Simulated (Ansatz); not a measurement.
Ansatz (an electronic-structure program) input file for C3H10ClNSi, SMILES C[C@@H](N)[Si@H](C)Cl, PBE-D3(BJ)/def2-SVP. 

Ansatz 0.2 input:
```yaml
crystal:
  periodic: [false, false, false]
  atoms:
    - {symbol: C, position_ang: [-1.66680108, -1.44049845, -1.33581646]}
    - {symbol: C, position_ang: [-1.23026420, -0.52523717, -0.19165667]}
    - {symbol: N, position_ang: [-1.22323158, -1.13798478, 1.12927778]}
    - {symbol: Si, position_ang: [0.47876926, 0.24657049, -0.47258735]}
    - {symbol: C, position_ang: [1.84772302, -0.94510003, -0.02970921]}
    - {symbol: Cl, position_ang: [0.66266952, 1.93906759, 0.72127468]}
    - {symbol: H, position_ang: [-1.70537017, -0.90949586, -2.30040113]}
    - {symbol: H, position_ang: [-2.67014617, -1.85611255, -1.14154534]}
    - {symbol: H, position_ang: [-0.97727992, -2.29402846, -1.45406131]}
    - {symbol: H, position_ang: [-1.91635196, 0.34002736, -0.14941777]}
    - {symbol: H, position_ang: [-0.67640440, -1.99756599, 1.11971491]}
    - {symbol: H, position_ang: [-2.16548662, -1.40290050, 1.41292455]}
    - {symbol: H, position_ang: [0.60851216, 0.70530218, -1.88903303]}
    - {symbol: H, position_ang: [2.83387877, -0.47843138, -0.17012702]}
    - {symbol: H, position_ang: [1.80176231, -1.84727952, -0.66092304]}
    - {symbol: H, position_ang: [1.75740944, -1.24474364, 1.02557225]}
basis:
  gaussian:
    orbitals: def2-SVP
hamiltonian:
  xc: pbe
  dispersion: d3bj
relax: {f_tol: 0.002, max_steps: 200}
```

Program output:

```
WARN ansatz: RAYON_NUM_THREADS=2 ignored (pool sized by the plan → 2); use --threads N
Functional definition: PBE
integrals: 0.10 GiB planned
1617 factors; their error is unknown
mean field: 0.52 GiB planned
mean field evaluation 1: about -25123.8552 eV, gradient 8.3e1 eV
mean field evaluation 2: about -25090.9037 eV, gradient 1.4e2 eV
mean field evaluation 4: about -25140.3060 eV, gradient 9.8e0 eV
mean field evaluation 8: about -25140.5297 eV, gradient 2.1e-1 eV
mean field evaluation 16: about -25140.4335 eV, gradient 7.9e-4 eV
mean field -25140.43348008 eV, -923.8938895953 hartree, gradient 1.8e-5 eV, S^2 0.000000; 0 other end points of the search recorded, 0 dependent functions left out
the calculation of the forces begins
reference -25140.43351928 eV, -923.8938910358 hartree; 33, 33 occupied and 109, 109 virtual orbitals, 1617 factors
relax step   1: F+E_penalty+E_count = -25140.85135543 eV  Δ(F+E_penalty+E_count) = +0.000e0 eV  max|allowed force component| = 3.700e-1 eV/Å  Δτ_max = 0.0000 Å  (30 SCF iters, accepted)
these checks for a lower state are left out or cut short: starts, cluster_reference, orbital_swaps, neighbouring_geometries, increment
integrals: 0.10 GiB planned
1617 factors; their error is unknown
mean field: 0.52 GiB planned
mean field -25140.45511845 eV, -923.8946847905 hartree, gradient 1.6e-5 eV, S^2 0.000000; 0 other end points of the search recorded, 0 dependent functions left out
the calculation of the forces begins
reference -25140.45515773 eV, -923.8946862342 hartree; 33, 33 occupied and 109, 109 virtual orbitals, 1617 factors
relax step   2: F+E_penalty+E_count = -25140.87057485 eV  Δ(F+E_penalty+E_count) = -1.922e-2 eV  max|allowed force component| = 1.135e-1 eV/Å  Δτ_max = 0.0229 Å  (30 SCF iters, accepted)
these checks for a lower state are left out or cut short: starts, cluster_reference, orbital_swaps, neighbouring_geometries, increment
integrals: 0.10 GiB planned
1617 factors; their error is unknown
mean field: 0.52 GiB planned
mean field evaluation 32: about -25140.4584 eV, gradient 2.3e-3 eV
mean field -25140.45838173 eV, -923.8948047139 hartree, gradient 1.6e-5 eV, S^2 0.000000; 0 other end points of the search recorded, 0 dependent functions left out
the calculation of the forces begins
reference -25140.45842109 eV, -923.8948061603 hartree; 33, 33 occupied and 109, 109 virtual orbitals, 1617 factors
relax step   3: F+E_penalty+E_count = -25140.87284470 eV  Δ(F+E_penalty+E_count) = -2.270e-3 eV  max|allowed force component| = 4.763e-2 eV/Å  Δτ_max = 0.0114 Å  (31 SCF iters, accepted)
these checks for a lower state are left out or cut short: starts, cluster_reference, orbital_swaps, neighbouring_geometries, increment
integrals: 0.10 GiB planned
1617 factors; their error is unknown
mean field: 0.52 GiB planned
mean field -25140.45868369 eV, -923.8948158106 hartree, gradient 1.6e-5 eV, S^2 0.000000; 0 other end points of the search recorded, 0 dependent functions left out
the calculation of the forces begins
reference -25140.45872302 eV, -923.8948172562 hartree; 33, 33 occupied and 109, 109 virtual orbitals, 1617 factors
relax step   4: F+E_penalty+E_count = -25140.87309896 eV  Δ(F+E_penalty+E_count) = -2.543e-4 eV  max|allowed force component| = 2.497e-2 eV/Å  Δτ_max = 0.0048 Å  (31 SCF iters, accepted)
these checks for a lower state are left out or cut short: starts, cluster_reference, orbital_swaps, neighbouring_geometries, increment
integrals: 0.10 GiB planned
1617 factors; their error is unknown
mean field: 0.52 GiB planned
mean field -25140.45865189 eV, -923.8948146421 hartree, gradient 2.1e-5 eV, S^2 0.000000; 0 other end points of the search recorded, 0 dependent functions left out
the calculation of the forces begins
reference -25140.45869122 eV, -923.8948160874 hartree; 33, 33 occupied and 109, 109 virtual orbitals, 1617 factors
relax step   5: F+E_penalty+E_count = -25140.87317502 eV  Δ(F+E_penalty+E_count) = -7.606e-5 eV  max|allowed force component| = 8.635e-3 eV/Å  Δτ_max = 0.0031 Å  (22 SCF iters, accepted)
these checks for a lower state are left out or cut short: starts, cluster_reference, orbital_swaps, neighbouring_geometries, increment
integrals: 0.10 GiB planned
1617 factors; their error is unknown
mean field: 0.52 GiB planned
mean field -25140.45869013 eV, -923.8948160474 hartree, gradient 1.6e-5 eV, S^2 0.000000; 0 other end points of the search recorded, 0 dependent functions left out
the calculation of the forces begins
reference -25140.45872946 eV, -923.8948174927 hartree; 33, 33 occupied and 109, 109 virtual orbitals, 1617 factors
relax step   6: F+E_penalty+E_count = -25140.87319957 eV  Δ(F+E_penalty+E_count) = -2.455e-5 eV  max|allowed force component| = 9.178e-3 eV/Å  Δτ_max = 0.0080 Å  (29 SCF iters, accepted)
these checks for a lower state are left out or cut short: starts, cluster_reference, orbital_swaps, neighbouring_geometries, increment
integrals: 0.10 GiB planned
1617 factors; their error is unknown
mean field: 0.52 GiB planned
mean field -25140.45865210 eV, -923.8948146496 hartree, gradient 8.3e-6 eV, S^2 0.000000; 0 other end points of the search recorded, 0 dependent functions left out
the calculation of the forces begins
reference -25140.45869142 eV, -923.8948160948 hartree; 33, 33 occupied and 109, 109 virtual orbitals, 1617 factors
relax step   7: F+E_penalty+E_count = -25140.87320809 eV  Δ(F+E_penalty+E_count) = -8.521e-6 eV  max|allowed force component| = 5.006e-3 eV/Å  Δτ_max = 0.0025 Å  (22 SCF iters, accepted)
these checks for a lower state are left out or cut short: starts, cluster_reference, orbital_swaps, neighbouring_geometries, increment
integrals: 0.10 GiB planned
1617 factors; their error is unknown
mean field: 0.52 GiB planned
mean field evaluation 64: about -25140.4586 eV, gradient 2.6e-4 eV
mean field -25140.45864765 eV, -923.8948144862 hartree, gradient 1.8e-5 eV, S^2 0.000000; 0 other end points of the search recorded, 0 dependent functions left out
the calculation of the forces begins
reference -25140.45868698 eV, -923.8948159314 hartree; 33, 33 occupied and 109, 109 virtual orbitals, 1617 factors
relax step   8: F+E_penalty+E_count = -25140.87321270 eV  Δ(F+E_penalty+E_count) = -4.614e-6 eV  max|allowed force component| = 2.675e-3 eV/Å  Δτ_max = 0.0019 Å  (22 SCF iters, accepted)
these checks for a lower state are left out or cut short: starts, cluster_reference, orbital_swaps, neighbouring_geometries, increment
integrals: 0.10 GiB planned
1617 factors; their error is unknown
mean field: 0.52 GiB planned
mean field -25140.45866181 eV, -923.8948150066 hartree, gradient 9.5e-6 eV, S^2 0.000000; 0 other end points of the search recorded, 0 dependent functions left out
the calculation of the forces begins
reference -25140.45870114 eV, -923.8948164519 hartree; 33, 33 occupied and 109, 109 virtual orbitals, 1617 factors
relax step   9: F+E_penalty+E_count = -25140.87321412 eV  Δ(F+E_penalty+E_count) = -1.418e-6 eV  max|allowed force component| = 8.281e-4 eV/Å  Δτ_max = 0.0010 Å  (21 SCF iters, accepted)
integrals: 0.10 GiB planned
1617 factors; their error is unknown
mean field: 0.52 GiB planned
mean field -25140.45866181 eV, -923.8948150066 hartree, gradient 9.4e-6 eV, S^2 0.000000; 1 other end points of the search recorded, 0 dependent functions left out
the calculation of the forces begins
reference -25140.45870114 eV, -923.8948164519 hartree; 33, 33 occupied and 109, 109 virtual orbitals, 1617 factors
Total energy: -25140.87325345 eV, -923.9100509683 hartree
Atom 0 at    -1.675177    -1.439961    -1.341162 Å, force    -0.000138    -0.000205    -0.000233 eV/Å
Atom 1 at    -1.237175    -0.522030    -0.187001 Å, force    -0.000220     0.000569    -0.000302 eV/Å
Atom 2 at    -1.222253    -1.139943     1.144192 Å, force     0.000069     0.000457     0.000337 eV/Å
Atom 3 at     0.483544     0.256646    -0.475384 Å, force     0.000314    -0.000088    -0.000520 eV/Å
Atom 4 at     1.856525    -0.945851    -0.023702 Å, force    -0.000186    -0.000112     0.000322 eV/Å
Atom 5 at     0.674951     1.969360     0.712936 Å, force    -0.000237     0.000181     0.000047 eV/Å
Atom 6 at    -1.717541    -0.903493    -2.312227 Å, force     0.000083     0.000085     0.000194 eV/Å
Atom 7 at    -2.684233    -1.863294    -1.145119 Å, force     0.000050     0.000118     0.000107 eV/Å
Atom 8 at    -0.978046    -2.297311    -1.463918 Å, force    -0.000056     0.000099    -0.000122 eV/Å
Atom 9 at    -1.929863     0.348357    -0.139946 Å, force     0.000179    -0.000228     0.000027 eV/Å
Atom 10 at    -0.672116    -2.009146     1.116742 Å, force     0.000418    -0.000828    -0.000004 eV/Å
Atom 11 at    -2.173228    -1.424728     1.416803 Å, force    -0.000462    -0.000087     0.000216 eV/Å
Atom 12 at     0.614542     0.704836    -1.907080 Å, force    -0.000051     0.000000     0.000013 eV/Å
Atom 13 at     2.852237    -0.480317    -0.161384 Å, force     0.000043    -0.000148     0.000086 eV/Å
Atom 14 at     1.808267    -1.854777    -0.659122 Å, force     0.000139     0.000023     0.000011 eV/Å
Atom 15 at     1.758954    -1.246760     1.038858 Å, force     0.000055     0.000163    -0.000179 eV/Å
Dipole moment:    -0.182753    -0.578407    -0.191477 e Å
```

The run converged.

Cost: about 40 core-seconds (a rough figure).
